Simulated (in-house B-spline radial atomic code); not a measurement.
Orbital energies and mean radii along the 3-electron series, configuration [He] 2s1. The effective charge is n√(-2ε), a non-relativistic measure. Computed with a radial B-spline atomic code at the basis-set limit: non-relativistic Hartree-Fock, average of the configuration, point nuclei.

This level leaves out relativity, spin-orbit splitting included, which matters for heavy ions.

```csv
ion,Z,energy of 2s (Eh),mean radius of 2s (bohr),energy of 1s (Eh),mean radius of 1s (bohr),effective charge of 2s
Re72+,75,-673.53,0.081349,-2751.12,0.020106,73.405
Os73+,76,-692.01,0.08026,-2825.79,0.01984,74.405
Ir74+,77,?,?,?,?,?
Pt75+,78,-729.72,0.078169,-2978.15,0.019329,76.405
Au76+,79,?,?,?,?,?
Hg77+,80,-768.42,0.076184,-3134.5,0.018843,78.405
Tl78+,81,-788.15,0.075229,-3214.17,0.01861,79.405
Pb79+,82,-808.12,0.074297,-3294.85,0.018382,80.405
```

Fill in the row of Ir74+.

energy of 2s (Eh): -710.74; mean radius of 2s (bohr): 0.079201; energy of 1s (Eh): -2901.47; mean radius of 1s (bohr): 0.019581; effective charge of 2s: 75.405.

Fill in the row of Au76+.

energy of 2s (Eh): -748.94; mean radius of 2s (bohr): 0.077164; energy of 1s (Eh): -3055.82; mean radius of 1s (bohr): 0.019083; effective charge of 2s: 77.405.

How does the screening of 2s change?

Z less the effective charge goes from 1.60 at Z = 75 to 1.59 at Z = 82.
